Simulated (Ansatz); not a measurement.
Start from `COB(C)O` and change one atom or group to get `CBO`.

Ansatz, PBE0-D4/def2-TZVP geometries, multiplicity 1. Each molecule was computed in one conformer, which needn't be the lowest.

| property | `COB(C)O` |
| --- | --- |
| HOMO–LUMO gap (B3LYP/def2-TZVPP) / eV | 8.76 |
| HOMO–LUMO gap (PBE/def2-TZVPP) / eV | 6.98 |
| size of the dipole moment (PBE/def2-TZVPP) / D | 1.61 |
| LUMO energy (PBE/def2-TZVPP) / eV | 0.12 |
| LUMO energy (B3LYP/def2-TZVPP) / eV | 0.56 |
| HOMO energy (ωB97M-V/def2-TZVPP) / eV | -10.86 |

(1) What does the change do to each property? (An estimate is asked.)

Results:

(1) Ansatz gave: 
| property | `CBO` | shift |
| --- | --- | --- |
| HOMO–LUMO gap (B3LYP/def2-TZVPP) / eV | 8.33 | -0.43 |
| HOMO–LUMO gap (PBE/def2-TZVPP) / eV | 6.29 | -0.69 |
| size of the dipole moment (PBE/def2-TZVPP) / D | 0.99 | -0.62 |
| LUMO energy (PBE/def2-TZVPP) / eV | -0.81 | -0.93 |
| LUMO energy (B3LYP/def2-TZVPP) / eV | -0.05 | -0.61 |
| HOMO energy (ωB97M-V/def2-TZVPP) / eV | -10.92 | -0.06 |

With PBE0 the HOMO falls by 0.13 eV and the LUMO falls by 0.69 eV, so the gap narrows by about 0.56 eV. PBE moves the HOMO by -0.23 eV and ωB97M-V by -0.06 eV. The zero-point energy changes by -91.7 kJ/mol with -12 modes. Dipoles are sizes alone; their direction can turn.

B3LYP here is the variant with VWN-RPA as its local correlation; programs differ in this.
